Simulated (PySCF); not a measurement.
AsMe3, C3H9As.
Z-matrix (Å and degrees, PBE0-D3(BJ)/def2-SVP geometry), rows numbered from 1:
```
As
C   1  1.9660
H   2  1.1000  1  109.37
H   2  1.1007  1  111.56  3  -120.84
H   2  1.1000  1  109.49  3   118.22
C   1  1.9662  2   96.91  3    71.32
H   6  1.1009  1  111.58  2    50.06
H   6  1.1000  1  109.41  2   -70.73
H   6  1.1000  1  109.54  2   170.93
C   1  1.9658  2   97.08  3   169.28
H  10  1.1000  1  109.36  2  -169.16
H  10  1.1000  1  109.53  2    72.57
H  10  1.1008  1  111.56  2   -48.34
```

Level of theory: PySCF, TDDFT CAM-B3LYP/def2-SVPD, vertical, gas phase, core orbitals frozen in the response. The CAM-B3LYP/def2-SVPD calculation is non-relativistic and has no spin–orbit coupling, an omission that weighs most on arsenic.

Task: What does the calculation give for the low-lying excited states?

Result: 

| state | E (eV) | λ (nm) | ν̃ (cm⁻¹) | f | \|μ\| (D) | main configurations (H = HOMO, L = LUMO) |
| --- | --- | --- | --- | --- | --- | --- |
| S1 | 6.47 | 191.6 | 52190 | 0.042 | 1.31 | H→L (63%), H→L+1/L+2 (≥26%) |
| S2 | 6.47 | 191.5 | 52220 | 0.120 | 2.21 | H→L+1/L+2 (≥82%), H→L (10%) |
| S3 | 6.48 | 191.5 | 52230 | 0.110 | 2.12 | H→L+1/L+2 (≥75%), H→L (16%) |
| S4 | 7.26 | 170.7 | 58580 | 0.295 | 3.27 | H→L+3 (86%), H→L (9%) |
| S5 | 7.96 | 155.8 | 64190 | 0.026 | 0.93 | H→L+4 (93%) |
| S6 | 8.08 | 153.5 | 65160 | 0.0040 | 0.36 | H→L+5 (76%) |
| S7 | 8.08 | 153.4 | 65180 | 0.0039 | 0.36 | H→L+6 (75%) |
| S8 | 8.43 | 147.0 | 68030 | 0.029 | 0.95 | H→L+7 (74%), H-2/H-1→L (≥10%) |
| S9 | 8.44 | 146.9 | 68090 | 0.032 | 1.00 | H→L+8 (71%), H-2/H-1→L (≥12%) |

Triplets, Tamm–Dancoff:

| state | E (eV) | λ (nm) | main configurations (H = HOMO, L = LUMO) |
| --- | --- | --- | --- |
| T1 | 5.43 | 228.5 | H→L+1/L+2 (≥74%), H→L+5 (14%) |
| T2 | 5.43 | 228.5 | H→L+1/L+2 (≥74%), H→L+6 (14%) |
| T3 | 6.28 | 197.6 | H→L (81%), H→L+3 (15%) |

The lowest singlet comes at 192 nm (624 kJ/mol) in the vacuum ultraviolet; it is of moderate strength; its leading configuration is HOMO→LUMO (63%). The strongest level in the table is S4 at 7.26 eV (171 nm, f = 0.295). S1/S2/S3, S6/S7 and S8/S9 lie within about 0.01 eV of each other in each set; the point group C3v has degenerate representations, and within a degenerate level the listed configurations can mix freely. Löwdin shares by element: HOMO arsenic 61%, carbon 31%; LUMO carbon 43%, arsenic 8% (atoms not listed hold the other 49%). The listed states span 1.97 eV, and the widest gap between neighbours is 0.79 eV (S3 to S4). Weighted by f, the mean energy of these states is 7.08 eV. Of the 9 states listed, 7 reach f = 0.01 and none stays under 0.0005. No computed singlet lies in the visible range (380 to 750 nm); the lowest, at 192 nm, stands 3.21 eV above its violet end (3.26 eV). Orbitals of the list HOMO-3 to LUMO+2 that lie within 0.01 eV of each other are written together with a slash and their weights summed (≥ marks a lower bound); for degenerate orbitals outside that list single weights are arbitrary. Singlets were solved by full linear response, triplets in the Tamm–Dancoff approximation. The highest level found (8.47 eV, f 0.0000 so far) is left out, since the window may have cut off a degenerate partner.

Time: 65 s (grids of density and orbitals included); peak memory 0.81 GiB. Hardware: one thread of an AMD EPYC, shared host.
